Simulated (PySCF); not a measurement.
BeHCl, SMILES [Cl][BeH].

Coordinates come from a PBE0-D3(BJ)/def2-TZVPD optimisation.

Vertical ionisation energy (IE) and electron affinity (EA) in eV. Rows of orbital energies are one-electron estimates. Where ΔSCF, EOM or ADC give a negative EA the extra electron is unbound and the value depends on the basis.

| level | IE | EA |
|---|---|---|
| −ε(HOMO), −ε(LUMO), M06-2X/def2-TZVPD (PySCF) | 10.90 | 0.11 |
| −ε(HOMO), −ε(LUMO), CAM-B3LYP/def2-TZVPD (PySCF) | 11.13 | -0.20 |
